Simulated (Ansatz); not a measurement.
Correlation energies of `C[O][Ge]([NH2])([O]C)[O]C` by basis set

```tsv
atom	x (Å)	y (Å)	z (Å)
C1	-0.469	-1.936	1.166
O2	0.546	-1.214	0.502
Ge3	0.159	0.358	-0.202
N4	1.764	0.964	-0.776
O5	-1.118	0.227	-1.409
C6	-0.916	-0.627	-2.513
O7	-0.590	1.439	0.960
C8	0.171	1.884	2.064
H9	-0.887	-1.373	2.009
H10	-1.292	-2.201	0.492
H11	-0.027	-2.858	1.551
H12	2.448	0.241	-0.941
H13	1.750	1.623	-1.539
H14	-1.784	-0.533	-3.169
H15	-0.824	-1.677	-2.211
H16	-0.021	-0.358	-3.088
H17	-0.390	2.685	2.550
H18	1.148	2.274	1.760
H19	0.332	1.082	2.794
```

Charge 0, multiplicity 1. Correlated methods include outer-core shells of Ge, which these sets cover unevenly. Scalar relativity is left out up to krypton. Geometry: relaxed with PBE0-D4/def2-TZVP. It is one conformer, not always the lowest. Frozen core, restricted reference, the Gaussian-basis code of Ansatz.

```csv
basis,HF (Eh),MP2 corr.
def2-SVP,-2473.90244,-1.37768
def2-TZVPP,-2474.65511,-1.70041
def2-QZVPP,-2474.71668,-2.06927
```

Task: Estimate the CCSD correlation energy and the (T) correction in each basis where they were run (hartree).

Result: 
```csv
basis,CCSD corr.,(T)
def2-SVP,-1.43662,-0.03820
def2-TZVPP,-1.74278,-0.06654
```
